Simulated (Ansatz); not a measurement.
Al₂Ni⁻, relaxed as a doublet with UKS r2SCAN-D4/def2-TZVPD in Ansatz, starting from the GFN2-xTB geometry. Force threshold 0.02 eV/Å.

The charge -1 doublet is spin-contaminated (final ⟨S²⟩ up to 0.87, 0.75 for a pure state). The highest occupied level of the charge -1 doublet lies above zero (up to 0.63 eV). It is a level of α spin, whose loss leaves a singlet; that state wasn't run at this geometry and level. The electron is either unbound and held by the finite basis, or the level is raised by self-interaction error. The relaxation made no stability test and no search for a lower SCF solution. No other spin state of charge -1 was run. The structure comes from a short search, and lower isomers may exist.

Start:

```xyz
3

Ni    0.507    0.973    0.518
Al   -0.903   -0.770    0.909
Al    0.396   -0.203   -1.427
```

Question: Estimate the energy that the relaxation releases and the steps that it takes.

Answer: 0.07 eV, in 4 steps; 17 s on 4 threads of Arm Neoverse V2 on a shared host. No frequencies were taken in this run, so the end may be a saddle point.

Question: Does the start keep its bonding and symmetry?

Answer: By distances, no bond broke or formed. The bond that changes most is Al2–Al3, from 2.73 to 2.55 Å (atoms count from 1). The end is the same structure that another start reached, the lowest one found. Point group C2v at the start, C2v at the end, both within 0.05 Å.

Question: Predict the relaxed structure.

Answer: 
```xyz
3

Ni    0.5086    0.9764    0.5195
Al   -0.8606   -0.7525    0.8307
Al    0.3519   -0.2239   -1.3502
```
Bond lengths (bridged metal pairs left out): 2 × Al–Ni 2.23 Å; 1 × Al–Al 2.55 Å.
